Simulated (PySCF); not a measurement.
B3LYP has the VWN-RPA correlation part, as in Gaussian. 

```xyz
11

B      1.9499     0.1436    -0.0327
C      0.4360    -0.0387    -0.0154
C     -0.2508    -1.2348    -0.1350
O     -1.5760    -1.0609    -0.0817
C     -1.8228     0.2807     0.0780
C     -0.6273     0.9296     0.1222
F     -0.4518     2.2354     0.2672
H      2.4468     1.2348     0.0797
H      2.6567    -0.8261    -0.1615
H      0.0989    -2.2576    -0.2609
H     -2.8595     0.5940     0.1400
```

Charge 0, multiplicity 1.

Problem. Give the Mulliken and meta-Löwdin atomic charges from B3LYP-D3(BJ)/def2-TZVP // B3LYP-D3(BJ)/def2-SVP in PySCF 2.14.0.

Solution. 
| atom | Mulliken (e) | meta-Löwdin (e) |
|---|---|---|
| B1 | -0.05 | -0.04 |
| C2 | -0.04 | -0.17 |
| C3 | 0.03 | 0.12 |
| O4 | -0.20 | -0.22 |
| C5 | -0.03 | -0.02 |
| C6 | 0.18 | 0.26 |
| F7 | -0.19 | -0.25 |
| H8 | 0.00 | 0.01 |
| H9 | -0.01 | 0.01 |
| H10 | 0.16 | 0.15 |
| H11 | 0.15 | 0.15 |
